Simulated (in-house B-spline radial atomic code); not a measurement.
The numbers below are computed, except where a source is named.
**Softness against transferability: the 2s channel of Al**

Al, [Ne] 3s2 3p1, non-relativistic PBE, spherical and spin-unpolarised, from an all-electron radial atomic-structure program (B-spline basis) (atomic units). The all-electron 2s level is ε = -3.958516 hartree, its outermost node lies just inside 0.17 bohr and its outer maximum at 0.50 bohr.

Troullier-Martins pseudo-orbitals are made for several radii. The cutoffs (hartree) are the plane-wave energies beyond which the orbital holds less than the named kinetic energy per electron. The phase error is the difference, pseudo minus all-electron, of arctan(R P'/P) at R = 1.0 bohr for all radii, half a hartree below and above the level.

```json
{"r_c (bohr)": "0.38", "V_l(0) (hartree)": "0.76", "cutoff for 10 mEh": "206", "for 1 mEh": "> 450", "for 0.1 mEh": "> 450", "phase error at ε − 0.5 (mrad)": "-0.3", "at ε + 0.5 (mrad)": "-0.1"}
{"r_c (bohr)": "0.44", "V_l(0) (hartree)": "15.18", "cutoff for 10 mEh": "104", "for 1 mEh": "260", "for 0.1 mEh": "445", "phase error at ε − 0.5 (mrad)": "-0.2", "at ε + 0.5 (mrad)": "-0.1"}
{"r_c (bohr)": "0.5", "V_l(0) (hartree)": "11.31", "cutoff for 10 mEh": "99.7", "for 1 mEh": "245", "for 0.1 mEh": "427", "phase error at ε − 0.5 (mrad)": "-0.3", "at ε + 0.5 (mrad)": "-0.1"}
{"r_c (bohr)": "0.57", "V_l(0) (hartree)": "4.33", "cutoff for 10 mEh": "85.5", "for 1 mEh": "204", "for 0.1 mEh": "350", "phase error at ε − 0.5 (mrad)": "-0.4", "at ε + 0.5 (mrad)": "-0.1"}
{"r_c (bohr)": "0.63", "V_l(0) (hartree)": "-0.22", "cutoff for 10 mEh": "72.5", "for 1 mEh": "171", "for 0.1 mEh": "280", "phase error at ε − 0.5 (mrad)": "-0.8", "at ε + 0.5 (mrad)": "-0.2"}
{"r_c (bohr)": "0.7", "V_l(0) (hartree)": "-3.79", "cutoff for 10 mEh": "59.6", "for 1 mEh": "136", "for 0.1 mEh": "179", "phase error at ε − 0.5 (mrad)": "-1.3", "at ε + 0.5 (mrad)": "-0.4"}
```

(1) Which radius needs the lowest cutoff for 1 mEh while both phase errors stay within 0.5 mrad?

## Answers

(1) The radii within that limit are 0.38, 0.44, 0.5, 0.57 bohr; of these r_c = 0.57 needs the least, 204 hartree, that is 408 Ry or 5551 eV.
